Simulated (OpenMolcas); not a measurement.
## Ti2+, Zr2+, Hf2+: d² down the group

```
Program             : OpenMolcas 26.06
Method              : CASSCF
Basis               : ANO-RCC-VTZP
Scalar Hamiltonian  : DKH2, point nucleus
Spin-orbit coupling : state interaction with AMFI integrals over the reference wave functions, term energies averaged over their components
```

Active space for each ion: 2 electrons in 5 orbitals (d).

Computed levels in cm-1 above ³F₂:

| Level | Ti2+ | Zr2+ | Hf2+ |
| --- | --- | --- | --- |
| ³F₃ | 193 | 666 | 3029 |
| ³F₄ | 445 | 1483 | 6073 |
| ¹D₂ | 11360 | 9186 | 10931 |
| ³P₀ | 13576 | 10262 | 11020 |
| ³P₁ | 13642 | 10514 | 12519 |
| ³P₂ | 13782 | 11131 | 15838 |
| ¹G₄ | 17501 | 13870 | 16641 |
| ¹S₀ | 42460 | 33074 | 35546 |
| weight of ³F in the lowest level (%) | 100 | 100 | 95 |

Mixed levels, with the weight of the term that names them: Hf2+ ¹D₂ (63 %), Hf2+ ³P₂ (66 %).

Measured, with the error of the calculation in %. Measured levels: Ti2+ from Corliss and Sugar, J. Phys. Chem. Ref. Data 8, 1 (1979); Zr2+ from Moore, Atomic Energy Levels, vol. II, NSRDS-NBS 35 (1971 reprint of NBS Circular 467, 1952); NIST levels as listed in Rynkun, Gaigalas and Jonsson, Astron. Astrophys. 637, A10 (2020).

```tsv
Level	Ti2+	Zr2+
³F₃	185 (+4.5)	681 (-2.2)
³F₄	420 (+6.0)	1486 (-0.2)
¹D₂	8474 (+34.1)	5742 (+60.0)
³P₀	10538 (+28.8)	8062 (+27.3)
³P₁	10604 (+28.7)	8326 (+26.3)
³P₂	10721 (+28.6)	8838 (+25.9)
¹G₄	14398 (+21.6)	11049 (+25.5)
¹S₀	32476 (+30.7)	23979 (+37.9)
```

The fine-structure level ³F₄ changes by a factor of 13.6 from Ti2+ to Hf2+.

Without spin-orbit coupling ¹D lies 11114, 8471, 8192 cm-1 above ³F in that order; the difference to the level ¹D₂, of either sign, comes from spin-orbit coupling, which also lowers the zero.

Without dynamic correlation excited terms often stand tens of per cent too high (terms of higher spin than the ground term too low), and those without a measured partner can miss by more than the paired ones. Levels of configurations with an s electron are missing; early in the row they begin among the upper levels of the d shell and mix with terms of their name (holds for Zr2+). Some levels mix across a computed gap that differs much from the measured one, so their mixing is not that of the real levels (holds for Zr2+). Configurations with an s electron lie low in 5d ions of this charge, fall among these levels and mix in, so low-spin terms can stand far too high, up to twice their true height, and weights are not those of the real levels (holds for Hf2+). Computed and measured levels are paired by configuration, term and J; levels that our copy of the source lacks, or whose pairing is in doubt (as where it misses far off the trend of its configuration), stay unpaired and out of the deviations. Only configurations of the active space appear.
